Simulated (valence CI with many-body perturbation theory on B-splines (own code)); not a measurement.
Au XXXVIII: magnetic and hyperfine properties of the levels

Computed by valence CI with perturbative core correlation (CI+MBPT): six valence electrons over a frozen Dirac-Fock core [Kr], radial functions for each j: 7 s, 7 p, 8 d, 6 f, 4 g, 1 h, with the one-electron correlation potential Σ1 (screened to all orders), the two-electron term Σ2, the three-electron term Σ3, Breit, model QED; selected single and double excitations, second order for the rest, scaled by the run's own slope (own B-spline code, finite nucleus).

No measured spectrum was set against this ion. As an estimate, large intervals hold to a few tenths of a per cent, small ones and those within an open d or f shell to about a per cent. Core correlation moves these levels by up to 9800 cm⁻¹, and in measured spectra 5 to 20 % of such shifts remained as error; rates that hang on mixing are uncertain with them. Among the levels kept, up to 730 cm⁻¹ of a level comes from second order outside the variational space, and about a tenth of that is noise between levels of different J, which matters for small intervals. Only levels of the ground parity were solved; by the run's estimate the other parity begins above the list, which can be wrong where configurations are misplaced.

A/g_I is the dipole constant over the nuclear g factor μ/I (μ in nuclear magnetons, uniformly magnetised nucleus), B/Q the quadrupole constant per barn. Both hold the static response of the core; the bare values leave it out. Large factors of s and p1/2 electrons are usually good to 5 to 10 %; those of open d and f shells near neutrality can be off by tens of per cent, and small factors of p3/2, d and f electrons come from cancelling terms and can be off by a factor of two or in sign, in half-filled shells by more. B is blank for J = 1/2, where it vanishes, and for nearly pure S terms. Energies count from the lowest level. Levels with J = 0 are left out.

Levels are named by their leading jj configuration (3d3/2^4 stands for four electrons in 3d with j = 3/2), which in mixed levels can hold well under half, so a name can repeat and another be missing. Letters in brackets count levels of one name in rising energy.

```csv
Level,E (cm⁻¹),g,A/g_I (MHz),A/g_I bare,B/Q (MHz/b),B/Q bare
(4d3/2^4 4d5/2^2) J=4,0,1.256,11400,12000,22400,21600
(4d3/2^4 4d5/2^2) J=2,24005,1.276,11200,11900,-12800,-12300
(4d3/2^3 4d5/2^3) J=3 [a],173590,1.360,6410,7310,656,582
(4d3/2^3 4d5/2^3) J=4 [a],180860,1.177,12500,12800,19900,19300
(4d3/2^3 4d5/2^3) J=1 [a],189470,1.292,11600,12300,-8270,-7900
(4d3/2^3 4d5/2^3) J=5,208790,1.130,15400,15500,11100,10800
(4d3/2^3 4d5/2^3) J=6,211180,1.107,17300,17300,-22100,-21400
(4d3/2^3 4d5/2^3) J=2 [a],228690,0.977,21400,21100,-16500,-15800
(4d3/2^3 4d5/2^3) J=3 [b],234060,1.058,19000,19000,5440,5140
(4d3/2^3 4d5/2^3) J=1 [b],275660,1.193,8540,8900,17000,16300
(4d3/2^3 4d5/2^3) J=2 [b],277900,1.125,16100,16200,29100,28100
(4d3/2^3 4d5/2^3) J=4 [b],279020,1.049,19500,19400,-17500,-17000
(4d3/2^3 4d5/2^3) J=3 [c],285480,1.065,19100,19100,-26600,-25600
(4d3/2^2 4d5/2^4) J=2 [a],369710,1.443,745,1910,-5320,-5120
(4d3/2^2 4d5/2^4) J=4 [a],392730,1.100,16400,16500,3780,3760
(4d3/2^2 4d5/2^4) J=3 [a],401370,1.203,11300,11700,-9340,-9010
(4d3/2^2 4d5/2^4) J=5,407580,1.094,17700,17700,-16000,-15400
(4d3/2^2 4d5/2^4) J=6,421460,1.050,19300,19200,-22900,-22000
(4d3/2^2 4d5/2^4) J=3 [b],426280,0.972,22200,21900,380,381
(4d3/2^2 4d5/2^4) J=1,433060,1.002,21600,21400,-7860,-7570
(4d3/2^2 4d5/2^4) J=4 [b],444030,1.049,20000,19900,-108,-160
(4d3/2^2 4d5/2^4) J=2 [b],445710,1.050,19600,19500,-15800,-15200
(4d3/2^2 4d5/2^4) J=2 [c],483630,0.881,26300,25700,63.5,97.7
(4d3/2^2 4d5/2^4) J=4 [c],497940,1.158,13900,14200,-24000,-23100
(4d3/2^2 4d5/2^4) J=2 [d],554260,1.024,20100,19900,25700,24800
(4d3/2 4d5/2^5) J=1,589190,1.497,-3410,-2080,-4740,-4540
(4d3/2 4d5/2^5) J=4,633480,1.030,20100,20000,-8080,-7630
(4d3/2 4d5/2^5) J=2,649630,1.189,13400,13700,-28200,-27200
(4d3/2 4d5/2^5) J=3,656030,1.066,18400,18300,-25200,-24300
```

Problem. Take the isotope of mass number 197, with I = 3/2, μ = 0.1452 μN and Q = 0.547 b. What is the hyperfine structure of (4d3/2^3 4d5/2^3) J=1 [a]?

Solution. From the table A = 1120 MHz, B = -4520 MHz. Shifts from the centre of gravity in MHz: F = 1/2: -8450, F = 3/2: 3400, F = 5/2: 550.
